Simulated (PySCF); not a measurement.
# Adding and removing an electron: BTe

ROHF; B def2-SVPD, Te def2-SVPD with ECP28; scalar-relativistic core potentials (PySCF 2.14). Neutral (ROHF): doublet (σ ↑), Re = 1.951 Å, ωe = 860 cm⁻¹, De = 2.31 eV, HOMO -9.23 eV, LUMO 0.82 eV.

BTe⁻ (RHF): singlet (closed shell), Re = 2.081 Å, ωe = 685 cm⁻¹. The energies at the minima are -291.57659 hartree for BTe and -291.63509 for BTe⁻.

Problem. Work out the adiabatic electron affinity, without and with harmonic zero-point energies (1 hartree = 27.2114 eV, 1 eV = 8065.5 cm⁻¹), and the change of the bond length.

Solution. At HF: 0.05850 hartree = 1.592 eV between the minima; the zero-point term (860.0 − 685.0)/2 cm⁻¹ = +0.011 eV makes it 1.603 eV. Re changes by +13.0 pm against the neutral. The electron enters a σ orbital, and the longer bond of the ion fits an antibonding orbital, or a change in how ionic the bond is.

These are scalar-relativistic numbers at best; spin–orbit coupling would shift them, the dissociation energy most. UHF is strongly spin-contaminated for BTe, so the ROHF reference used there is far from stable. Hartree–Fock leaves out correlation, which carries a large part of most bond energies and some tenths to 1 eV of ionisation energies. States were picked by a PBE0 search and need not be the measured ground states.
